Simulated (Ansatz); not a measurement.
C$_{2}$H$_{8}$O$_{2}$Si$_{2}$, SMILES `O[Si@H]1C[Si@H](O)C1` from Hartree–Fock to CCSD(T)

```
atom    x (Å)    y (Å)    z (Å)
  O1   0.9055   0.1509  -2.4814
 Si2   0.7327   0.3018  -0.8507
  C3   0.4393  -1.3298   0.0169
 Si4  -0.8357  -0.4207   1.0755
  O5  -0.3084  -0.0002   2.5796
  C6  -0.8801   0.9975  -0.1743
  H7   1.0814   0.9437  -2.9897
  H8   1.8916   1.0449  -0.2691
  H9   1.2677  -1.8557   0.4887
 H10  -0.0747  -2.0236  -0.6588
 H11  -2.1178  -1.1266   1.3134
 H12   0.5287   0.4601   2.6503
 H13  -1.7019   0.8312  -0.8807
 H14  -0.9283   2.0263   0.1802
```

Charge 0, multiplicity 1. The geometry is a stationary point of PBE0-D4/def2-TZVP. It is one conformer, not always the lowest. Frozen core, restricted reference, Ansatz 0.2.0. CBS rows extrapolate triple and quadruple zeta; past MP2 they add the triple-zeta difference.

| basis | HF (Eh) | MP2 corr. | CCSD corr. | (T) | CCSD(T) total |
| --- | --- | --- | --- | --- | --- |
| def2-TZVPP | -808.22299 | -1.06363 | -1.10785 | ? | ? |
| def2-QZVPP | ? | ? | – | – | – |
| CBS(def2) | ? | -1.20301 | -1.24723 | as TZ | ? |

Task: Fill in the withheld values. (An estimate is asked.)

Result: Ansatz gave: def2-TZVPP (T): -0.04338; def2-TZVPP CCSD(T) total: -809.37422; def2-QZVPP HF (Eh): -808.25236; def2-QZVPP MP2 corr.: -1.14370; CBS(def2) HF (Eh): -808.25641; CBS(def2) CCSD(T) total: -809.54702.
